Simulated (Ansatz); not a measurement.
Stepwise reaction of `FB(S)S` with hydrogen fluoride, as a gas-phase model of exchange steps in deposition or etching. ΔE in kJ/mol; ΔG adds harmonic PBE0-D4 terms to CCSD(T)/CBS, at 1 bar.

Program: Ansatz. Geometries: PBE0-D4/def2-TZVP. ΔE: electronic, gas phase. CBS: MP2 limit from def2 TZ/QZ plus the TZ coupled-cluster correction, frozen cores. This one scheme is used for every species. Functionals use def2-TZVPP. B3LYP here is the variant with VWN-RPA as its local correlation; programs differ in this. Each species was taken in one conformer, which may not be the lowest.

| step | reaction | PBE-D4 | B3LYP-D4 | ωB97M-V | CCSD(T)/CBS | ΔG(600 K) |
| --- | --- | --- | --- | --- | --- | --- |
| 1 | `FB(S)S` + H–F → `FB(F)S` + H₂S | -69.2 | -82.1 | -83.2 | -75.0 | -87.6 |
| 2 | `FB(F)S` + H–F → `FB(F)F` + H₂S | -67.4 | -80.8 | -80.7 | -76.3 | -78.5 |

Task: By hand: ΔE of the 2 steps together at CCSD(T)/CBS.

Result: (-75.0) + (-76.3) = -151.3 kJ/mol, or -75.7 kJ/mol a step.

In ΔE the steps differ by no more than 1.3 kJ/mol. All are downhill at CCSD(T)/CBS. ΔG lies between -87.6 and -78.5 kJ/mol a step. PBE-D4 differs from CCSD(T)/CBS by 5.8 to 8.9 kJ/mol a step. Isolated molecules leave out the surface, adducts and barriers. Largest T1 diagnostic: 0.013.
